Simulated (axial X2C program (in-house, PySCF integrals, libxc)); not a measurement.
# Potential curves of CrB⁺, without spin–orbit coupling

Computed with an in-house relativistic program for diatomic molecules. Spin-free means the one-electron spin-free X2C Hamiltonian. Basis: Cr dyall-cv3z [9s10p6d3f2g], B dyall-v3z [7s6p2d1f] (cores contracted in-house); Gaussian nuclei, density fitting, unrestricted open shells. Masses: Cr 51.941 u, B 11.009 u.

State: M_S = 3, Λ = 0 (beyond evenly filled blocks: 2 × σα, π+α, π-α, δ+α, δ-α). Energies in kJ/mol from the fragments at the same level (Cr+ + B). Fits are polynomials in 1 − R0/R over 0.85 to 1.23 times the lowest point R0.

```csv
R (Å),CCSD,PBE0,B97-3
1.8931,,-150.64,-140.02
1.9802,-103.04,-172.33,-162.26
2.0454,-114.84,-181.43,-171.73
2.1107,-122.20,-185.99,-176.65
2.1760,-126.27,-187.12,-178.09
2.2522,-128.00,-185.27,-176.56
2.3283,-127.44,-181.05,-172.61
2.4262,-124.42,-173.44,-165.27
2.5459,,-162.41,-154.48
2.7200,,-145.56,-137.85
```

Correlated methods: 8 electrons correlated (number of frozen shells: Cr 3 s, 2 p; B 1 s), 242 virtual spin orbitals or spinors in MP2, 89 natural virtuals in coupled cluster.

One determinant describes the state; a PBE0 search over occupations chose it and may have missed a lower one. De is counted from the lowest determinant-based energies of the atoms at the same level, without counterpoise correction. CCSD ran in a truncated set of natural virtual spinors with an MP2 remainder; without triples it tends to underbind. Other states lie close and PBE0, whose exact exchange favours high spin, may order them wrongly; the determinant shown need not be the ground state. The nearest other spin-free determinant of the search, M_S = 2, Λ = 0, lies 0.36 eV up at the distance of the search. Coupled cluster ran on the points near the minimum only. MP2 and coupled cluster on one determinant become unreliable at the stretched end.

Q: Fit the CCSD curve near its minimum: give the equilibrium distance, the harmonic wavenumber and the well depth.

A: At CCSD, spin-free: Re = 2.268 Å, ωe ≈ 336 cm⁻¹, De = 1.33 eV to Cr+ + B; Be follows as 0.361 cm⁻¹.

Q: Fit the PBE0 curve near its minimum: give the equilibrium distance, the harmonic wavenumber and the well depth.

A: At PBE0, spin-free: Re = 2.169 Å, ωe ≈ 436 cm⁻¹, De = 1.94 eV to Cr+ + B; Be follows as 0.394 cm⁻¹.

Q: What are Re, ωe and De at the B97-3 level?

A: At B97-3, spin-free: Re = 2.176 Å, ωe ≈ 432 cm⁻¹, De = 1.85 eV to Cr+ + B; Be follows as 0.392 cm⁻¹.
